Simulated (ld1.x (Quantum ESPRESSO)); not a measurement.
## potassium: excitation energies, all-electron against ultrasoft

```json
{"Element": "K", "Generator": "ld1.x (Quantum ESPRESSO) 7.5", "Type": "ultrasoft", "Functional": "PBEsol", "Relativity": "scalar-relativistic", "Frozen core": "[Ne]", "Valence charge": "9", "Reference configuration": "3s2 3p6 3d0 4s0 4p1", "Partial waves": "3s (bound): rcut 1.70, rcutus 1.95 bohr; 4s (bound, empty): rcut 1.70, rcutus 1.95 bohr; 3p (bound): rcut 1.95, rcutus 2.25 bohr; 4p (bound): rcut 1.95, rcutus 2.25 bohr; 3d (bound, empty): rcut 4.40, rcutus 4.75 bohr; 3d channel at 3.1 Ry: rcut 4.40, rcutus 4.75 bohr", "Local potential": "all-electron potential smoothed inside 3.05 bohr (lloc = -1)", "Core correction": "none", "Augmentation charge": "PSQ, inside the norm-conserving radii"}
```

Energies are relative to the spin-unpolarised reference configuration 3s2 3p6 3d0 4s0 4p1; without spin polarisation the order of configurations can differ from experiment.

```json
{"valence configuration": "3s2 3p6 3d0 4s0 4p0", "charge": "+1", "ΔE all-electron (eV)": "2.700", "error AE − PS (meV)": "-0.1"}
{"valence configuration": "3s2 3p6 3d0.5 4s0.5 4p0", "charge": "0", "ΔE all-electron (eV)": "-0.309", "error AE − PS (meV)": "-1.7"}
{"valence configuration": "3s2 3p6 3d1 4s0 4p0", "charge": "0", "ΔE all-electron (eV)": "0.891", "error AE − PS (meV)": "-1.6"}
{"valence configuration": "3s1 3p6 3d0 4s1 4p0", "charge": "+1", "ΔE all-electron (eV)": "40.381", "error AE − PS (meV)": "-221"}
{"valence configuration": "3s2 3p5 3d0 4s1 4p0", "charge": "+1", "ΔE all-electron (eV)": "23.379", "error AE − PS (meV)": "-615"}
```

Q: What are ΔE and the potential's error for 3s2 3p6 3d0 4s1 4p0?

A: ΔE = -1.517 eV all-electron; the error (AE − PS) is 0.0 meV.

Q: What are ΔE and the potential's error for 3s2 3p6 3d0 4s0.5 4p0?

A: ΔE = 0.103 eV all-electron; the error (AE − PS) is 0.0 meV.
